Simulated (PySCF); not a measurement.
C3H5BN2, SMILES NB1C=CN=C1. Atoms are numbered in the order given.

```xyz
11

N     -0.0098    -2.1637     0.0000
B     -0.0379    -0.7691     0.0000
C     -1.2513     0.2295     0.0000
C     -0.6582     1.4513     0.0000
N      0.7991     1.4727     0.0000
C      1.2167     0.2439     0.0000
H      0.8567    -2.7041     0.0000
H     -0.8512    -2.7428     0.0000
H     -2.3407     0.0857     0.0000
H     -1.1539     2.4367     0.0000
H      2.3096     0.0590     0.0000
```
Charge 0, spin multiplicity 1.

The structure is a stationary point at PBE-D3(BJ)/def2-SVP. This is a generated structure with no PubChem entry under its InChIKey; it may be hypothetical. The values are those of a single conformer.

Method: HF/pcSseg-1 run with PySCF.

GIAO shieldings, no solvent; atoms listed in one row are averaged. δ = σ(ref) − σ: ¹⁵N against NH3 (σ = 267.3 ppm); ¹¹B against BF3 (σ = 102.7 ppm); ¹³C against TMS (σ = 192.6 ppm); ¹H against TMS (σ = 31.99 ppm), references at their B3LYP-D3(BJ)/def2-TZVP geometries, non-relativistic.

```tsv
nucleus	atoms	count	δ (ppm)
¹⁵N	N5	1	466.0
¹⁵N	N1	1	83.5
¹¹B	B2	1	28.1
¹³C	C6	1	199.3
¹³C	C4	1	185.4
¹³C	C3	1	117.1
¹H	H11	1	9.13
¹H	H10	1	8.47
¹H	H9	1	5.72
¹H	H8	1	4.40
¹H	H7	1	4.22
```
